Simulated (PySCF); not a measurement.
A geometry optimisation, step by step.

GeEt2Cl2, C₄H₁₀Cl₂Ge.
Bonds: Ge1–C2, Ge1–C9, Ge1–Cl16, Ge1–Cl17, C2–C3, C9–C10. Hydrogens: H4, H5 on C2; H6, H7, H8 on C3; H11, H12 on C9; H13, H14, H15 on C10.

Computed by this run: PBE0-D3(BJ)/def2-SVP geometry optimisation, gas phase in PySCF; density fitting, grid level 1; the optimiser is geomeTRIC in internal coordinates, started from a GFN2-xTB structure with every atom displaced at random (about 0.03 Å). 4 of its 9 geometries are shown. The frame can shift and turn from step to step; on so coarse a grid that alone can change the energy by a few meV, and forces under 0.02 eV/Å are noise.

Step 0: E = -85839.2724 eV, largest atomic force 5.080 eV/Å
```
atom  x, y, z in Å  |  force x, y, z in eV/Å
Ge1    -0.239   -0.103   -0.200   -0.032   2.437   1.268
C2     -0.462   -0.052    1.805    0.813   1.335  -0.516
C3     -1.940    0.098    2.270    4.405   1.495   2.042
H4      0.269    0.784    2.183   -1.375  -1.235  -0.578
H5     -0.024   -0.995    2.135    0.118  -0.387   0.263
H6     -1.928    0.102    3.377   -0.269  -0.162  -0.212
H7     -2.279    1.038    1.952   -1.041   1.506  -0.740
H8     -2.447   -0.693    1.902   -2.385  -2.791  -1.311
C9      1.559   -0.021   -0.956   -0.576  -0.785  -1.544
C10     1.539   -0.036   -2.504   -2.211  -0.233   1.233
H11     2.053   -0.932   -0.618    0.347  -0.248   0.349
H12     2.108    0.841   -0.615    0.236   0.621   0.586
H13     2.477   -0.002   -2.956    2.263  -0.222  -0.649
H14     0.977   -0.898   -2.894    0.154  -0.158   0.060
H15     1.023    0.825   -2.905   -0.489   0.677  -0.024
Cl16   -1.347    1.728   -0.940    0.560  -0.745   0.277
Cl17   -1.367   -1.685   -0.976   -0.518  -1.105  -0.503
```

Step 3: E = -85839.9520 eV, largest atomic force 0.094 eV/Å
```
atom  x, y, z in Å  |  force x, y, z in eV/Å
Ge1    -0.257   -0.038   -0.183    0.009   0.039  -0.004
C2     -0.436   -0.049    1.751    0.009  -0.011   0.022
C3     -1.867    0.107    2.239   -0.092  -0.021  -0.007
H4      0.210    0.765    2.124   -0.007  -0.004   0.000
H5      0.008   -0.996    2.102    0.010   0.006  -0.015
H6     -1.916    0.098    3.339    0.005   0.004  -0.005
H7     -2.308    1.053    1.889    0.016  -0.013   0.002
H8     -2.507   -0.710    1.869    0.036   0.025   0.009
C9      1.527   -0.043   -0.953   -0.017  -0.030   0.012
C10     1.513   -0.021   -2.474    0.044  -0.004  -0.001
H11     2.039   -0.938   -0.563    0.001   0.007   0.007
H12     2.047    0.835   -0.535    0.009   0.003  -0.004
H13     2.536   -0.016   -2.881   -0.021   0.005   0.006
H14     0.994   -0.905   -2.876   -0.005   0.004  -0.003
H15     0.991    0.871   -2.852    0.004   0.001  -0.005
Cl16   -1.273    1.727   -0.944   -0.003   0.000  -0.010
Cl17   -1.331   -1.742   -0.993    0.002  -0.008  -0.002
```

Step 5: E = -85839.9529 eV, largest atomic force 0.101 eV/Å
```
atom  x, y, z in Å  |  force x, y, z in eV/Å
Ge1    -0.256   -0.003   -0.191    0.009  -0.099  -0.018
C2     -0.474   -0.034    1.740   -0.011   0.057  -0.003
C3     -1.919    0.084    2.204    0.047  -0.010  -0.011
H4      0.146    0.788    2.137   -0.011  -0.008  -0.004
H5     -0.014   -0.976    2.082    0.002  -0.012   0.009
H6     -1.985    0.063    3.303   -0.008   0.007  -0.001
H7     -2.374    1.021    1.853   -0.011   0.030   0.001
H8     -2.528   -0.744    1.815   -0.031  -0.043  -0.014
C9      1.543   -0.038   -0.919    0.024   0.076   0.034
C10     1.569   -0.025   -2.440   -0.043  -0.023  -0.002
H11     2.034   -0.936   -0.507   -0.006  -0.022  -0.006
H12     2.069    0.835   -0.497   -0.001  -0.004  -0.005
H13     2.600   -0.040   -2.823    0.046  -0.004  -0.001
H14     1.042   -0.899   -2.852    0.004   0.003   0.004
H15     1.075    0.875   -2.836   -0.004   0.009   0.003
Cl16   -1.253    1.752   -0.989   -0.004   0.001   0.004
Cl17   -1.303   -1.721   -1.018   -0.002   0.041   0.011
```

Step 8: E = -85839.9544 eV, largest atomic force under 0.02 eV/Å
```
atom  x, y, z in Å  |  force x, y, z in eV/Å
Ge1    -0.243    0.000   -0.192   -0.002  -0.015   0.005
C2     -0.518   -0.027    1.732    0.004  -0.012  -0.006
C3     -1.979    0.067    2.146    0.005   0.006   0.000
H4      0.078    0.803    2.147   -0.006   0.010  -0.001
H5     -0.055   -0.963    2.090   -0.006   0.008   0.007
H6     -2.081    0.050    3.242   -0.006  -0.004  -0.003
H7     -2.435    0.999    1.778   -0.005  -0.009  -0.004
H8     -2.561   -0.773    1.738   -0.004   0.007  -0.003
C9      1.573   -0.031   -0.877    0.008  -0.004  -0.008
C10     1.629   -0.022   -2.398    0.005   0.010   0.001
H11     2.050   -0.932   -0.458    0.001   0.004  -0.001
H12     2.094    0.840   -0.446   -0.006   0.004   0.008
H13     2.669   -0.045   -2.759   -0.006  -0.002   0.004
H14     1.104   -0.893   -2.819    0.006  -0.003   0.002
H15     1.149    0.881   -2.806    0.008  -0.003   0.003
Cl16   -1.225    1.754   -1.013    0.004   0.006   0.001
Cl17   -1.278   -1.708   -1.044    0.000  -0.003  -0.004
```

Task: Summarise the path.

Result: The energy falls by 15.73 kcal/mol from step 0 to step 8; nine tenths of that is first reached at step 1. It falls at every step. The largest force goes from 5.080 to under 0.02 eV/Å. Among the bonds Ge1–Cl16 changes most, from 2.265 to 2.171 Å; the atoms move by 0.071 Å rms after alignment.

What follows is the cost of the whole optimisation. On an Intel Xeon at 2.50 GHz with one thread, no GPU (shared host), this took 8.2 min wall, 5.8 min CPU and 0.93 GiB of memory at its peak.
